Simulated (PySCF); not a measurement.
Which determinant of RbF lies lowest?

Unrestricted PBE0; basis Rb def2-TZVPP with ECP28, F def2-TZVPP; scalar-relativistic core potentials; PySCF 2.14. Outer shells of the fragments: Rb 5s1; F 2s2 2p5.

Followed along the bond (rough minima from three points):

```csv
2Ms+1,unpaired,⟨S²⟩ at the start,R at minimum (Å),Te (eV)
1,none,0.00,2.34,0.00
3,"σ ↑, π ↑",2.00,none in the scan,≤ 4.69
```

Solutions found at the starting distance of 2.675 Å, counted from the lowest of them; the search is not exhaustive and high or unbound solutions are not listed, so other states can lie among these:

```csv
2Ms+1,unpaired,term,E (eV),⟨S²⟩,⟨Lz²⟩,μ (D)
1,none,¹Σ⁺,0.00,0.00,0.00,-10.75
3,"σ ↑, π ↑",³Π,4.49,2.00,1.00,1.32
1,"σ ↑, π ↓",mixed,4.51,1.00,1.00,1.49
3,σ ↑↑,³Σ⁺,4.56,2.00,0.00,1.55
3,π ↑↑,mixed,5.73,2.00,2.00,0.09
3,π ↑↑,mixed,5.76,2.00,2.00,0.68
```

A term symbol is given only where ⟨S²⟩ and ⟨Lz²⟩ are close to those of a pure state; real π, δ and φ orbitals otherwise mix terms. A positive dipole means Rb(−)F(+).

Counting both spins, an empty level lies below a filled one in some of these solutions, because spin and occupation are held.
